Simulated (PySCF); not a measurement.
## MoF₃⁺ at several levels of theory

All levels use the PBE0 minimum (triplet; Mo–F 1.763 Å, Mo–F 1.782 Å (×2); F–Mo–F 105.3°, F–Mo–F 127.3° (×2)), basis [Mo def2-SVP with ECP28, F def2-SVP], scalar-relativistic core potentials, density fitting, no spin–orbit coupling, PySCF. For vertical energies the ionised species is a doublet (spins chosen at PBE0 and kept) and the electron-attached one a quartet. Open shells are unrestricted, also as the reference of the correlated levels. Dipoles are about the centre of mass. A dash marks a value that was not computed or is not defined at that level.

```xyz
4
charge 1 multiplicity 3, angstrom
Mo    0.0483    0.0000    0.0000
F     1.8114    0.0000    0.0000
F    -1.0329    1.4167    0.0000
F    -1.0328   -1.4167    0.0000
```

```csv
level,vertical IP (eV),vertical EA (eV),−ε(HOMO) (eV),dipole (D)
PBE0,18.28,9.18,15.44,1.03
HF,19.56,9.80,20.94,1.28
MP2,?,?,–,–
PBE,17.48,8.55,13.25,0.90
r2SCAN,17.92,8.93,13.89,0.96
B3LYP,?,?,?,?
TPSSh,17.82,8.83,14.28,0.97
BHandHLYP,18.91,9.55,17.51,1.11
CAM-B3LYP,18.40,9.20,16.93,1.04
```

(1) Fill in the row of MP2.

(2) Fill in the row of B3LYP.

## Answers

(1) vertical IP (eV) 17.31, vertical EA (eV) 8.82.

(2) vertical IP (eV) 18.14, vertical EA (eV) 9.03, −ε(HOMO) (eV) 15.01, dipole (D) 0.99.

Open d and f shells are described by one determinant, and the ground state may have another occupation or spin.
